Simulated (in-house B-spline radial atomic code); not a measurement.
The numbers below are computed, except where a source is named.
**Weak and strong correlation along the adiabatic connection**

Two-electron singlets in several external potentials (atomic units), by full CI in B-splines with partial waves to l = 8 (correlation energies up to 0.6 % small). The repulsion is scaled by λ at fixed density; W(λ) is the mean repulsion less the Hartree energy, W(0) = E_x, and the area under W from 0 to 1 is E_xc.

Relative drop (W(λ) − E_x)/E_x:

```json
{"system": "−V exp(−r²/w²), V = 3.17, w = 4.38", "λ = 0.12": "0.0219", "λ = 0.25": "0.0431", "λ = 0.4": "0.0647", "λ = 0.6": "0.0897", "λ = 0.8": "0.1110", "λ = 1": "0.1294"}
{"system": "−V exp(−r²/w²), V = 7.9, w = 2.86", "λ = 0.12": "0.0138", "λ = 0.25": "0.0277", "λ = 0.4": "0.0426", "λ = 0.6": "0.0606", "λ = 0.8": "0.0769", "λ = 1": "0.0916"}
{"system": "ω²r²/2 − Z/r, ω = 0.447, Z = -1", "λ = 0.12": "0.0335", "λ = 0.25": "0.0645", "λ = 0.4": "0.0947", "λ = 0.6": "0.1274", "λ = 0.8": "0.1536", "λ = 1": "0.1748"}
{"system": "−Z exp(−kr)/r, Z = 6.06, k = 0.585", "λ = 0.12": "0.0032", "λ = 0.25": "0.0065", "λ = 0.4": "0.0103", "λ = 0.6": "0.0153", "λ = 0.8": "0.0202", "λ = 1": "0.0249"}
{"system": "ω²r²/2 − Z/r, ω = 1.13, Z = 3", "λ = 0.12": "0.0062", "λ = 0.25": "0.0127", "λ = 0.4": "0.0199", "λ = 0.6": "0.0291", "λ = 0.8": "0.0379", "λ = 1": "0.0463"}
{"system": "ω²r²/2, ω = 2.12", "λ = 0.12": "0.0106", "λ = 0.25": "0.0214", "λ = 0.4": "0.0332", "λ = 0.6": "0.0478", "λ = 0.8": "0.0613", "λ = 1": "0.0738"}
{"system": "−V exp(−r²/w²), V = 1.1, w = 9.03", "λ = 0.12": "0.0419", "λ = 0.25": "0.0785", "λ = 0.4": "0.1121", "λ = 0.6": "0.1466", "λ = 0.8": "0.1729", "λ = 1": "0.1937"}
```

(1) Order the systems by how far second-order (GL2) theory, half the initial slope (estimated from the first points of each curve), overshoots the correlation energy, least first.
A. −V exp(−r²/w²), V = 7.9, w = 2.86
B. −V exp(−r²/w²), V = 3.17, w = 4.38
C. −Z exp(−kr)/r, Z = 6.06, k = 0.585
D. −V exp(−r²/w²), V = 1.1, w = 9.03
E. ω²r²/2, ω = 2.12
F. ω²r²/2 − Z/r, ω = 1.13, Z = 3
G. ω²r²/2 − Z/r, ω = 0.447, Z = -1

(2) What else changes along this order?

## Answers

(1) C (GL2/E_c = 1.04), F (GL2/E_c = 1.09), E (GL2/E_c = 1.14), A (GL2/E_c = 1.19), B (GL2/E_c = 1.31), G (GL2/E_c = 1.45), D (GL2/E_c = 1.62).

(2) The ratio follows the bend of the curve. With it the leading natural occupation goes from 1.998 to 1.867 and −T_c/E_c from 0.96 to 0.62 between the first and the last.
